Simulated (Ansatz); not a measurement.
Molecule: NaLi, charge 0, multiplicity 1. SMILES: [Na][Li]
Structure (B3LYP-D3(BJ)/def2-TZVP (Ansatz, a first-principles code) minimum search):
```xyz
2

Li     0.0000     0.0000    -2.2753
Na     0.0000     0.0000     0.6205
```

Wanted: vertical electron affinity (to the doublet state of charge -1; a negative value means that the extra electron is unbound and the number depends on the basis; each state is the SCF solution reached for its spin; the UHF <S^2> is 1.19 for the doublet (pure: 0.75); for the doublet T1 is 0.134; for the singlet the Hartree-Fock reference is unstable and T1 is 0.019), in eV. Valence correlation only, unless marked. Open shells are spin-unrestricted. Spin-orbit coupling is left out. Non-relativistic. Anions need diffuse functions: def2-D sets add few. 

| level | program | vertical electron affinity (eV) |
|---|---|---|
| BHLYP/def2-TZVPD | Ansatz | 0.26 |
| wB97X-V/def2-TZVPD | Ansatz | 0.24 |
| wB97X/def2-TZVPD | Ansatz | 0.22 |
| CCSD/def2-TZVPPD | Ansatz | 0.32 |
| CCSD(T)/def2-TZVPPD | Ansatz | 0.34 |
| CCSD(T)/def2-QZVPPD | Ansatz | 0.34 |
